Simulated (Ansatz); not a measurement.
**RbI (SMILES [Rb][I]): the vertical ionisation energy from total energies**

The species is RbI (2 atoms), meant as a singlet with charge 0. SMILES: `[Rb][I]`. The bond length is the measured one.

| atom | x (Å) | y (Å) | z (Å) |
| --- | --- | --- | --- |
| Rb | 0.0000 | 0.0000 | 0.0000 |
| I | 0.0000 | 0.0000 | 3.1769 |

Both states at this one shape; open shells run unrestricted unless said. 1 Eh = 27.2114 eV.

| level | program | singlet RbI (Eh) | doublet RbI+ (Eh) |
| --- | --- | --- | --- |
| revPBE/def2-TZVPP (core potential) | Ansatz | -321.950438 | -321.673670 |
| BHLYP/def2-TZVPP (core potential) | Ansatz | -321.798162 | -321.523142 |
| wB97X/def2-TZVPP (core potential) | Ansatz | -321.944329 | -321.667161 |
| CCSD/def2-TZVPP (core potential), 4 core orbitals frozen | Ansatz | -321.131910 | -320.860575 |

Task: Work out the vertical ionisation energy at each level.

Result: 
1. revPBE/def2-TZVPP (core potential): -321.673670 − (-321.950438) = 0.276768 Eh = 7.53 eV.
2. BHLYP/def2-TZVPP (core potential): -321.523142 − (-321.798162) = 0.275020 Eh = 7.48 eV.
3. wB97X/def2-TZVPP (core potential): -321.667161 − (-321.944329) = 0.277168 Eh = 7.54 eV.
4. CCSD/def2-TZVPP (core potential): -320.860575 − (-321.131910) = 0.271335 Eh = 7.38 eV.

No measured value is set beside it here; the levels span 7.38 to 7.54 eV. Spin-orbit coupling, which splits open shells on such heavy atoms by tenths of an eV, is left out.
